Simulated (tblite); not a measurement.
Input of a run (GFN2-xTB geometry optimisation, gas phase (tblite 0.8.0)), started from a force field or distance geometry:
```
{"job": {"kind": "relax", "xc": "GFN2-xTB", "basis": "xTB"}, "charge": -1, "multiplicity": 2}
C     -1.310700    -0.647200     0.089200
C     -0.466700     0.575900     0.260600
N     -1.065500     1.802100    -0.099800
C      0.852100     0.322900    -0.343900
F      1.214600     1.032000    -1.441800
C      1.686900    -0.572300     0.144000
F      1.462700    -1.342900     1.231700
H     -1.270200    -1.077400    -0.928900
H     -0.880700    -1.448900     0.748500
H     -2.380000    -0.518800     0.399800
H     -0.484500     2.576800     0.275700
H      2.643200    -0.702900    -0.361100
```

Output (eV, eV/Å):
```
step      E/eV     max force
  0    -641.44533    3.786
  1    -641.83728    2.153
  2    -642.01312    1.702
  3    -642.20333    1.514
  4    -642.32907    0.942
  5    -642.37736    0.708
  6    -642.47439    0.893
  7    -642.51887    0.691
  8    -642.56368    0.441
  9    -642.58374    0.492
 10    -642.60737    0.575
 11    -642.63140    0.555
 12    -642.66625    0.603
 13    -642.69702    0.473
 14    -642.71454    0.335
 15    -642.72628    0.322
 16    -642.74229    0.442
 17    -642.75549    0.399
 18    -642.76364    0.243
 19    -642.76833    0.249
 20    -642.77459    0.250
 21    -642.78733    0.367
 22    -642.80691    0.441
 23    -642.82583    0.415
 24    -642.84091    0.359
 25    -642.85297    0.286
 26    -642.86148    0.321
 27    -642.87195    0.240
 28    -642.88010    0.171
 29    -642.88316    0.146
 30    -642.88671    0.178
 31    -642.88937    0.135
 32    -642.89197    0.176
 33    -642.89460    0.134
 34    -642.89848    0.189
 35    -642.90164    0.141
 36    -642.90392    0.130
 37    -642.90535    0.095
 38    -642.90641    0.084
 39    -642.90734    0.112
 40    -642.90861    0.132
 41    -642.90990    0.098
 42    -642.91109    0.095
 43    -642.91203    0.096
 44    -642.91307    0.097
 45    -642.91422    0.106
 46    -642.91544    0.096
 47    -642.91608    0.079
 48    -642.91642    0.058
 49    -642.91672    0.047
 50    -642.91704    0.049
 51    -642.91727    0.034
 52    -642.91741    0.026
 53    -642.91751    0.034
 54    -642.91763    0.038
 55    -642.91783    0.049
 56    -642.91808    0.048
 57    -642.91831    0.051
 58    -642.91850    0.052
 59    -642.91869    0.045
 60    -642.91892    0.039
 61    -642.91922    0.037
 62    -642.91961    0.061
 63    -642.92005    0.079
 64    -642.92060    0.079
 65    -642.92128    0.073
 66    -642.92209    0.067
 67    -642.92280    0.077
 68    -642.92346    0.078
 69    -642.92410    0.081
 70    -642.92506    0.078
 71    -642.92633    0.062
 72    -642.92686    0.068
 73    -642.92698    0.066
 74    -642.92724    0.035
 75    -642.92744    0.032
 76    -642.92761    0.028
 77    -642.92766    0.017
 78    -642.92769    0.012
 79    -642.92772    0.014
 80    -642.92774    0.012
 81    -642.92775    0.005
```

Summarise the run.

The energy falls by 143.0 kJ/mol over 81 L-BFGS steps, the largest force on an atom goes from 3.79 to 0.005 eV/Å, and the atoms move by 0.553 Å rms after alignment. The bond that changes most is C2–N3 (ends: carbon bonded to 2 C and N; nitrogen bonded to C and H), which shortens by 0.088 Å. Bonds longer at the end by more than 0.005 Å: 4 of 11; shorter: 7. Among the angles that change most is N3–C2–C4, from 115.1° to 127.1°. Among the dihedrals that turn most is C1–C2–C4–C6, from -66° to 6°. The energy never rose by more than 1e-5 eV on the way. The first step brought 26 % of the lowering.

What are the final bond lengths?

C1–C2 1.510 Å, C2–N3 1.323 Å, C2–C4 1.400 Å, C4–F5 1.404 Å, C4=C6 1.396 Å, C6–F7 1.397 Å, C1–H8 1.091 Å, C1–H9 1.091 Å, C1–H10 1.088 Å, N3–H11 1.023 Å, C6–H12 1.082 Å. Numbering counts from 1 in the input's order; the species is `C[C]([NH-])/C(F)=C\F` [radical].

Its GFN2-xTB frequencies are all real (lowest 74 cm⁻¹). Whether the extra electron is bound in the gas phase wasn't checked; a finite basis holds it in any case. 3 starts were optimised and ended at 0.00, 0.01 and 3.06 kcal/mol (GFN2-xTB); the lowest of these is shown.

One conformer stands for the species.

These are computed values.
